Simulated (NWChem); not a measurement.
# C₃H₃N₂, doublet; SMILES c1c[c]n[nH]1

All runs: NWChem. Spin-unrestricted. Medium grid unless said otherwise, to which SCAN and Minnesota functionals are sensitive. In the optimisation the excess spin sits in a' (Cs, its own frame). Structure relaxed at the PBE0/def2-SVP, spin-unrestricted level. No stability test was run on the SCF state. Level r2SCAN/def2-SVPD: energy and gradient; each run changes one setting, and changes count from the defaults (medium grid, exact Coulomb integrals, symmetry on).

```
setting                        size of the energy change (μHa)  largest change of a gradient component (μHa/bohr)  time, defaults = 1 (rough)
-----------------------------  -------------------------------  -------------------------------------------------  --------------------------
defaults                                                  < 10                                               < 30                     about 1
Coulomb fitting, Ahlrichs set                              800                                                100                         0.4
extra-fine grid                                            300                                                100                           2
coarse grid                                                800                                                500                     about 1
symmetry off                                              < 10                                        other frame                     about 1
```
